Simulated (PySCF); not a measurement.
Correlation energy of Sm⁵⁰⁺ (samarium, charge +50)

[Ne] 3s2, closed-shell 1S. Computed with PySCF 2.14 in an uncontracted even-tempered set (16 s from 12 bohr⁻², ratio 2.5; 10 p from 15 bohr⁻², ratio 2.5; 4 d from 56 bohr⁻², ratio 2.7; 4 f from 84 bohr⁻², ratio 2.7), with no relativity, point nucleus. Frozen: 1s2; 10 electrons correlated; the 17 highest virtual orbitals of each spin left out.

```csv
level,correlation energy (mhartree)
CCSD,-554.70
(T),-1.78
CCSD(T),-556.48
```

Diagnostics: T1 = 0.00023, D1 = 0.0007, largest double amplitude 0.087.

A non-relativistic calculation at this Z misses sizeable relativistic shifts.

Cost of the coupled-cluster step: about 7 core-seconds, for 10 correlated electrons.

At this charge a non-relativistic calculation is a model, useful for the Z dependence of the correlation energy.
